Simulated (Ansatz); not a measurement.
A trace of molecular dynamics of C₃H₁₀O₂Si (16 atoms, charge 0, multiplicity 1).

Method: RKS r2SCAN-D4/STO-3G (Ansatz).

```json
{
  "ensemble": "NVE (velocity Verlet)",
  "starting velocities drawn for": "400 K",
  "seed": "430877"
}
```

| time (fs) | T (K) | potential energy less start (eV) | conserved less start (meV/atom) |
| --- | --- | --- | --- |
| 0.0 | 400 | 0.000 | 0.00 |
| 0.5 | 386 | 0.026 | 0.01 |
| 1.0 | 346 | 0.099 | 0.02 |
| 1.5 | 290 | 0.199 | 0.05 |
| 2.0 | 234 | 0.301 | 0.08 |
| 2.5 | 191 | 0.380 | 0.09 |
| 3.0 | 170 | 0.417 | 0.10 |
| 3.5 | 174 | 0.410 | 0.08 |
| 4.0 | 196 | 0.370 | 0.06 |
| 4.5 | 224 | 0.319 | 0.04 |
| 5.0 | 245 | 0.281 | 0.02 |
| 5.5 | 249 | 0.274 | 0.01 |
| 6.0 | 231 | 0.305 | 0.02 |
| 6.5 | 197 | 0.368 | 0.04 |
| 7.0 | 155 | 0.444 | 0.06 |
| 7.5 | 120 | 0.508 | 0.08 |
| 8.0 | 102 | 0.540 | 0.09 |
| 8.5 | 106 | 0.533 | 0.08 |
| 9.0 | 127 | 0.495 | 0.07 |
| 9.5 | 156 | 0.442 | 0.05 |
| 10.0 | 184 | 0.391 | 0.04 |
| 10.5 | 205 | 0.353 | 0.04 |
| 11.0 | 218 | 0.329 | 0.04 |
| 11.5 | 226 | 0.316 | 0.05 |
| 12.0 | 230 | 0.308 | 0.05 |
| 12.5 | 234 | 0.301 | 0.05 |
| 13.0 | 237 | 0.296 | 0.05 |
| 13.5 | 239 | 0.293 | 0.05 |
| 14.0 | 237 | 0.296 | 0.05 |
| 14.5 | 232 | 0.304 | 0.05 |
| 15.0 | 226 | 0.316 | 0.05 |
| 15.5 | 219 | 0.328 | 0.05 |

Problem. Is this trajectory sound?

Solution. The conserved energy stayed within 0.096 meV per atom of its start (net change 0.053 meV per atom), so the integration is sound. A run of 0.015 ps of so small a system gives no equilibrium averages. Limits of this set-up: minimal basis. The time step was 0.25 fs.

The run took 16 min on 1 CPU thread of a shared host.
